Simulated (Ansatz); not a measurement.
`[NH2][Sn]([F])([F])[Cl]` + HCl → `[NH2][Sn]([F])([Cl])[Cl]` + H–F at 600 K and 1 bar (ligand exchange at the Sn–F bond).

Isolated molecules relaxed with PBE0-D4/def2-TZVP in Ansatz; ΔE leaves out vibrations. CCSD(T)/CBS is the MP2 limit (def2-TZVPP, def2-QZVPP) plus CCSD(T) − MP2 in def2-TZVPP, frozen cores. This one scheme is used for every species. Elements past krypton have def2 core potentials. For Sn outer-core shells are correlated without core-valence functions, which leaves a few kJ/mol of doubt a bond. Each species was taken in one conformer, which may not be the lowest.

```csv
species,CCSD(T)/CBS energy (Eh),H − E (kJ/mol),S (J/(mol·K))
`[NH2][Sn]([F])([F])[Cl]`,-929.42065,138.7,461.4
HCl,-460.38127,35.4,207.2
`[NH2][Sn]([F])([Cl])[Cl]`,-1289.42050,138.0,474.1
H–F,-100.39570,42.3,194.0
```

H − E and S are ideal-gas, rigid-rotor, harmonic terms from PBE0-D4/def2-TZVP, for one conformer and one mirror image of each species. 1 Eh = 2625.50 kJ/mol, R = 8.31446 J/(mol·K).

Q: By hand: ΔE, ΔH, ΔS and ΔG.

A: ΔE = (-1289.42050) + (-100.39570) − (-929.42065) − (-460.38127) = -0.01428 Eh = -37.5 kJ/mol. Δ(H − E) = 138.0 + 42.3 − 138.7 − 35.4 = 6.2, so ΔH = -31.3 kJ/mol. ΔS = 474.1 + 194.0 − 461.4 − 207.2 = -0.5 J/(mol·K). ΔG = -31.3 − 600 × (-0.5)/1000 = -31.0 kJ/mol.

Q: By hand: the equilibrium constant, and the temperature at which ΔG would vanish if ΔH and ΔS stayed fixed.

A: log₁₀ K = −ΔG/(RT ln 10) = 2.7. ΔG = 0 at ΔH/ΔS = 62600 K, far beyond where these terms or the molecules hold.

The number of gas molecules stays the same, so ΔS is small and ΔH decides. A doubt of 5 kJ/mol in ΔE shifts log₁₀ K by 0.4 here. Other conformers and mirror images would add mixing entropy, several J/(mol·K) or more a flexible species. Modes under 60 cm⁻¹, often nearly free rotors, make the harmonic entropy too high. These are equilibria of isolated gas molecules and say nothing of rates. Largest T1 diagnostic: 0.013 (customary marks: 0.02 for closed shells, 0.045 for open ones).
